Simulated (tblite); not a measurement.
Record of a relaxation.

C₃H₈Ge₂O₃.
Atom-mapped SMILES: `[CH3:1][Ge@@H:2]([GeH3:3])[C:4](=[O:5])[O:6][CH:7]=[O:8]` (hydrogens: H9, H10, H11 on C1; H12 on Ge2; H13, H14, H15 on Ge3; H16 on C7)

Computed with GFN2-xTB (tblite), gas phase: L-BFGS steps from a force-field or distance-geometry start until the largest atomic force falls under 0.01 eV/Å. 7 of its 85 geometries are shown.

Step 0: E = -721.1638 eV, largest atomic force 5.616 eV/Å
```
atom  x, y, z in Å  |  force x, y, z in eV/Å
C1     -0.944   -1.448    1.539   -0.386  -0.261   0.663
Ge2    -0.670   -0.859   -0.302   -1.148  -0.022  -0.332
Ge3    -2.027    1.043   -0.732   -0.246   0.319  -0.157
C4      1.175   -0.382   -0.533    4.422  -2.370  -1.533
O5      1.971   -1.236   -1.007   -2.676   2.896   1.507
O6      1.607    0.873   -0.111    0.836   0.512  -0.103
C7      2.928    1.345   -0.221    2.492  -4.483  -2.287
O8      3.847    0.641   -0.719   -3.498   2.901   1.937
H9     -0.680   -0.626    2.235   -0.181  -0.584  -0.300
H10    -2.024   -1.716    1.683    0.988   0.207  -0.009
H11    -0.319   -2.331    1.749   -0.329   0.385   0.113
H12    -1.042   -2.012   -1.265    0.426   0.297   0.280
H13    -3.531    0.671   -0.521    0.674   0.404  -0.161
H14    -1.807    1.512   -2.199   -0.294   0.004   0.685
H15    -1.653    2.197    0.240   -0.320  -0.362  -0.508
H16     3.161    2.335    0.153   -0.761   0.157   0.204
```

Step 14: E = -721.9927 eV, largest atomic force 0.167 eV/Å
```
atom  x, y, z in Å  |  force x, y, z in eV/Å
C1     -0.937   -1.457    1.580    0.021   0.011  -0.042
Ge2    -0.648   -0.823   -0.271    0.004   0.074  -0.150
Ge3    -2.034    1.084   -0.756    0.047  -0.009   0.014
C4      1.295   -0.488   -0.575   -0.068  -0.091  -0.020
O5      2.056   -1.265   -1.055   -0.078   0.063   0.038
O6      1.635    0.788   -0.155    0.001  -0.096   0.004
C7      2.904    1.250   -0.249    0.007   0.036  -0.007
O8      3.843    0.690   -0.699    0.106   0.010  -0.009
H9     -0.686   -0.668    2.285    0.002  -0.039   0.040
H10    -1.983   -1.723    1.713    0.017   0.000   0.030
H11    -0.324   -2.329    1.784    0.010  -0.003   0.055
H12    -0.894   -1.966   -1.232   -0.060  -0.055   0.021
H13    -3.495    0.799   -0.564    0.034  -0.015   0.002
H14    -1.913    1.615   -2.151    0.011   0.016   0.006
H15    -1.744    2.235    0.159   -0.001   0.026  -0.020
H16     2.919    2.268    0.174   -0.051   0.073   0.038
```

Step 28: E = -722.0071 eV, largest atomic force 0.078 eV/Å
```
atom  x, y, z in Å  |  force x, y, z in eV/Å
C1     -0.918   -1.452    1.574    0.011   0.018  -0.025
Ge2    -0.655   -0.826   -0.288    0.040  -0.037   0.046
Ge3    -2.000    1.104   -0.764   -0.032   0.046  -0.006
C4      1.294   -0.536   -0.591    0.004   0.048  -0.049
O5      2.055   -1.300   -1.085    0.020  -0.023   0.000
O6      1.634    0.733   -0.143   -0.053   0.011   0.009
C7      2.881    1.258   -0.235   -0.047   0.001   0.062
O8      3.856    0.750   -0.670    0.002  -0.026  -0.023
H9     -0.663   -0.665    2.281    0.003  -0.028   0.020
H10    -1.960   -1.725    1.723    0.022   0.014   0.019
H11    -0.300   -2.324    1.777   -0.003   0.031   0.015
H12    -0.979   -1.993   -1.195   -0.013  -0.017  -0.052
H13    -3.455    0.792   -0.565    0.021   0.012  -0.008
H14    -1.896    1.645   -2.157    0.018  -0.020  -0.006
H15    -1.730    2.270    0.139    0.023  -0.018   0.009
H16     2.831    2.279    0.188   -0.018  -0.012  -0.012
```

Step 42: E = -722.0174 eV, largest atomic force 0.125 eV/Å
```
atom  x, y, z in Å  |  force x, y, z in eV/Å
C1     -0.868   -1.442    1.579   -0.029  -0.022   0.018
Ge2    -0.668   -0.871   -0.303   -0.101   0.011  -0.072
Ge3    -1.942    1.111   -0.772    0.031  -0.047  -0.004
C4      1.263   -0.573   -0.629    0.023   0.048  -0.073
O5      2.060   -1.295   -1.129    0.025  -0.057  -0.016
O6      1.548    0.702   -0.156    0.056   0.018   0.025
C7      2.784    1.255   -0.199    0.013   0.035  -0.015
O8      3.783    0.777   -0.615   -0.039  -0.011   0.020
H9     -0.592   -0.640    2.261    0.014   0.020  -0.026
H10    -1.906   -1.702    1.762   -0.039  -0.025   0.058
H11    -0.250   -2.308    1.795    0.013  -0.024  -0.007
H12    -1.069   -2.015   -1.220    0.045  -0.002   0.066
H13    -3.404    0.846   -0.586   -0.042   0.020   0.005
H14    -1.811    1.633   -2.168    0.021   0.010  -0.002
H15    -1.634    2.262    0.135    0.022   0.012   0.007
H16     2.698    2.268    0.234   -0.013   0.012   0.016
```

Step 56: E = -722.0285 eV, largest atomic force 0.055 eV/Å
```
atom  x, y, z in Å  |  force x, y, z in eV/Å
C1     -0.832   -1.442    1.582    0.005  -0.005   0.017
Ge2    -0.713   -0.932   -0.327    0.028   0.035   0.020
Ge3    -1.893    1.107   -0.788   -0.011   0.011  -0.004
C4      1.216   -0.594   -0.683   -0.033  -0.023  -0.038
O5      2.031   -1.284   -1.199   -0.016   0.034   0.020
O6      1.462    0.684   -0.185   -0.022  -0.023   0.009
C7      2.682    1.267   -0.161   -0.014  -0.014   0.006
O8      3.710    0.818   -0.538    0.011   0.006   0.000
H9     -0.503   -0.611    2.204    0.004  -0.011  -0.002
H10    -1.853   -1.689    1.861    0.004   0.002  -0.028
H11    -0.199   -2.301    1.790   -0.003  -0.007   0.009
H12    -1.107   -2.107   -1.200    0.004  -0.006   0.016
H13    -3.378    0.975   -0.618    0.023   0.009  -0.011
H14    -1.689    1.629   -2.177   -0.004   0.001   0.006
H15    -1.492    2.224    0.130    0.004  -0.032  -0.010
H16     2.549    2.264    0.297    0.021   0.024  -0.009
```

Step 70: E = -722.0301 eV, largest atomic force 0.035 eV/Å
```
atom  x, y, z in Å  |  force x, y, z in eV/Å
C1     -0.824   -1.445    1.587   -0.002   0.001  -0.009
Ge2    -0.718   -0.936   -0.324   -0.007  -0.025   0.016
Ge3    -1.886    1.105   -0.796    0.007  -0.005  -0.002
C4      1.202   -0.588   -0.693   -0.002   0.014  -0.003
O5      2.020   -1.265   -1.221    0.003  -0.004  -0.008
O6      1.445    0.687   -0.182    0.016  -0.004   0.001
C7      2.665    1.269   -0.155    0.013  -0.003  -0.016
O8      3.695    0.816   -0.524   -0.025   0.016   0.018
H9     -0.489   -0.618    2.210   -0.005  -0.004   0.007
H10    -1.848   -1.687    1.862    0.003   0.001   0.006
H11    -0.198   -2.309    1.793   -0.007   0.002  -0.005
H12    -1.108   -2.125   -1.179    0.001   0.007  -0.001
H13    -3.373    1.002   -0.633    0.007   0.002  -0.001
H14    -1.667    1.631   -2.181    0.003  -0.001   0.003
H15    -1.459    2.201    0.132   -0.007   0.009   0.002
H16     2.535    2.272    0.293    0.002  -0.007  -0.007
```

Step 84: E = -722.0308 eV, largest atomic force 0.009 eV/Å
```
atom  x, y, z in Å  |  force x, y, z in eV/Å
C1     -0.830   -1.456    1.600    0.004  -0.001   0.003
Ge2    -0.717   -0.943   -0.309    0.003   0.006  -0.003
Ge3    -1.869    1.105   -0.794   -0.005  -0.004   0.006
C4      1.197   -0.584   -0.701    0.004  -0.003  -0.001
O5      2.007   -1.243   -1.263   -0.002   0.001   0.006
O6      1.440    0.689   -0.182   -0.001   0.000  -0.003
C7      2.657    1.276   -0.160   -0.001  -0.001   0.001
O8      3.692    0.818   -0.506    0.000   0.000   0.000
H9     -0.486   -0.635    2.227   -0.005   0.002   0.000
H10    -1.856   -1.689    1.873    0.004   0.004  -0.002
H11    -0.212   -2.327    1.802    0.000  -0.007  -0.002
H12    -1.109   -2.127   -1.170   -0.003  -0.002   0.000
H13    -3.358    1.010   -0.650   -0.003   0.001  -0.005
H14    -1.629    1.623   -2.178    0.004   0.001   0.007
H15    -1.454    2.204    0.136    0.001   0.001  -0.003
H16     2.520    2.288    0.265    0.000   0.001  -0.003
```

Task: Summarise the path.

Result: The energy falls by 20.00 kcal/mol from step 0 to step 84; nine tenths of that is first reached at step 9. It falls at every step. The largest force goes from 5.616 to 0.009 eV/Å. Among the bonds C7=O8 changes most, from 1.260 to 1.183 Å; the atoms move by 0.282 Å rms after alignment.

The cost below is that of the whole relaxation. The run took 1.1 s of wall time on one thread, Arm Neoverse N1 (aarch64), on a shared host.
